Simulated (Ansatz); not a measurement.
`C=C=C(Cl)O[SiH3]` + `[SiH3]SS` → `[SiH3]SS[SiH3]` + `C=C=C(O)Cl`  (ligand exchange at the Si–O bond)

Gas-phase electronic energies from Ansatz, PBE0-D4/def2-TZVP geometries. CBS: MP2 limit from def2 TZ/QZ plus the TZ coupled-cluster correction, frozen cores. DFT in def2-TZVPP. Each species was taken in one conformer, which may not be the lowest.

`C=C=C(Cl)O[SiH3]`:

Cartesian coordinates in Å:
```
C -0.384 -0.176 -2.767
C -0.254 -0.340 -1.485
C -0.138 -0.526 -0.202
Cl 0.495 -2.036 0.401
O -0.499 0.361 0.734
Si 0.269 0.648 2.188
H 0.420 0.235 -3.372
H -1.304 -0.441 -3.283
H 1.732 0.773 1.979
H -0.316 1.928 2.643
H -0.021 -0.428 3.164
```

`[SiH3]SS`:

```xyz
7

Si   -0.911    0.424    0.114
S     0.722    0.317   -1.271
S     2.137   -0.390    0.056
H    -0.567    1.317    1.245
H    -1.233   -0.932    0.624
H    -2.063    0.971   -0.651
H     1.914   -1.707   -0.117
```

`[SiH3]SS[SiH3]`:

Z-matrix (Å, degrees):
```
Si
S 1 2.143
H 1 1.483 2 110.1
H 1 1.483 2 110.1 3 -121.3
H 1 1.486 2 105.7 3 119.3
S 2 2.082 1 96.5 3 60.8
Si 6 2.143 2 96.5 1 96.3
H 7 1.483 6 110.1 2 60.9
H 7 1.483 6 110.1 2 -60.4
H 7 1.486 6 105.7 2 -179.8
```

`C=C=C(O)Cl`:

```xyz
8

C    -0.613    1.446   -0.717
C    -0.112    0.371   -0.189
C     0.409   -0.717    0.298
O    -0.293   -1.820    0.631
Cl    2.132   -0.855    0.506
H    -0.889    2.304   -0.110
H    -0.779    1.528   -1.789
H     0.145   -2.258    1.369
```

(1) Is it downhill or uphill in electronic energy at CCSD(T)/CBS, and by how much? (An estimate is asked.)

(2) What do these levels give: ωB97X-V, ωB97M-V, B2PLYP, PBE, PBE0, HF/def2-TZVPP, MP2/def2-TZVPP, CCSD/def2-TZVPP, CCSD(T)/def2-TZVPP, HF/def2-QZVPP, SCS-MP2/def2-QZVPP, CCSD/CBS(def2)? (Estimate.)

Largest T1 diagnostic among the species: 0.012.

Results:

(1) Ansatz gave: Uphill: ΔE = +23.1 kJ/mol.

(2) The calculation gave: ωB97X-V 25.2, ωB97M-V 24.1, B2PLYP 28.7, PBE 12.0, PBE0 15.1, HF/def2-TZVPP 41.3, MP2/def2-TZVPP 24.7, CCSD/def2-TZVPP 29.5, CCSD(T)/def2-TZVPP 26.3, HF/def2-QZVPP 42.6, SCS-MP2/def2-QZVPP 28.6, CCSD/CBS(def2) 26.3 kJ/mol.

The D4 term adds −3.4 kJ/mol with B3LYP and −1.8 kJ/mol with PBE0; it sums over pairs of atoms, weighted by their polarisabilities, and B3LYP, whose exchange is more repulsive, gets the larger term. From PBE to PBE0 (25 % exact exchange), in def2-TZVPP and without D4, ΔE moves by +3.2 kJ/mol.

B3LYP here is the variant with VWN-RPA as its local correlation; programs differ in this.
